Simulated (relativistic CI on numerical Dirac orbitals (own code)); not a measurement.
# Pt⁶⁺: 4d photoemission

Computed with this model: Dirac-Coulomb-Breit CI, separate exchange-only KLI orbitals for each configuration, a model potential for QED, valence Slater integrals scaled by 0.9, multiplet model of photoemission in the sudden approximation; configurations [Xe] 4f14 5d4 → [Kr] 4d9 4f14 5s2 5p6 5d4; 300 K; Lorentzian 3.5 eV and Gaussian 0.6 eV FWHM. Energies are those of the free ion, without screening or charge transfer. The energies are binding energies and can lie tens of eV above those of solids. S is read from ⟨S²⟩ = S(S + 1).

Computed curve for free ion, scaled to 100 at the maximum (points under 2 are left out and the grid is thinned):

(Energy (eV), Intensity): (402.8, 2.0), (404.0, 2.4), (405.2, 2.9), (406.0, 3.3), (407.2, 4.2), (408.4, 5.5), (409.6, 7.4), (410.4, 9.4), (411.6, 14.1), (412.8, 23.3), (414.0, 43.0), (414.8, 66.7), (416.0, 100.0), (417.2, 76.4), (418.4, 44.7), (419.6, 26.6), (420.4, 19.5), (421.6, 13.6), (422.8, 11.3), (424.0, 10.7), (424.8, 10.0), (426.0, 8.6), (427.2, 7.7), (428.4, 7.9), (429.2, 8.8), (430.4, 11.7), (431.6, 18.2), (432.8, 32.8), (434.0, 56.5), (434.8, 62.1), (436.0, 44.2), (437.2, 24.9), (438.4, 14.4), (439.2, 10.6), (440.4, 7.1), (441.6, 5.2), (442.8, 4.0), (443.6, 3.3), (444.8, 2.6), (446.0, 2.1)

The ground state has S = 1.64, and the centroid lies at 423.48 eV.
